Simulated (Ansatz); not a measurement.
Basis-set extrapolation for BH$_{5}$O$_{3}$Si, SMILES `OB(O)O[SiH3]` (PBE0-D4/def2-TZVP geometry, frozen core, Ansatz). Multiplicity 1, RHF reference.

```csv
,def2-TZVPP,def2-QZVPP
HF,-541.462819,-541.484517
MP2 correlation,-0.929155,-1.003730
CCSD(T) correlation,-0.990662,-1.060381
```

Energies in hartree. Use E(X) = E(∞) + A·exp(−7.88·√X) for Hartree–Fock and E(X) = E(∞) + B·X^(−2.97) for correlation, with X = 3 and 4.

Question: What is the CCSD(T) energy at the basis-set limit?

Answer: HF limit: -541.484517 + (-0.021698) × 0.13774 = -541.48751. Correlation limit: -1.060381 + (-0.069719) × 0.74074 = -1.11202. Total: -542.59953 hartree, 383.5 kJ/mol below CCSD(T)/def2-TZVPP.
